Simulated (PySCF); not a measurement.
Level of theory: PBE0-D4/def2-TZVP run with PySCF. All species are isolated molecules in the gas phase. One relaxed conformer stands for a flexible species; it need not be the lowest. Delta-SCF ions had no search for a lower state. Excitations are Tamm–Dancoff values on a coarser integration grid. The basis has no diffuse functions, so Rydberg states are missing or too high.

Reference species (SMILES): `[SiH3][Si@H](N)C` (neutral, multiplicity 1).

| Property | Result |
|---|---|
| S1 excitation (TDA) | 5.93 eV |
| T1 excitation (TDA) | 5.41 eV |
| vertical ionisation energy (Delta-SCF) | 9.05 eV |

Changed species: `[SiH3]CN[SiH3]` (Si–C–N–Si torsion 155°).

Task: Predict the effect on the S1 excitation (TDA), T1 excitation (TDA) and vertical ionisation energy (Delta-SCF).

Result: the S1 excitation (TDA) falls by 0.28 eV, to 5.65 eV; the T1 excitation (TDA) decreases by 0.08 eV, to 5.33 eV; the vertical ionisation energy (Delta-SCF) decreases by 0.25 eV, to 8.80 eV.
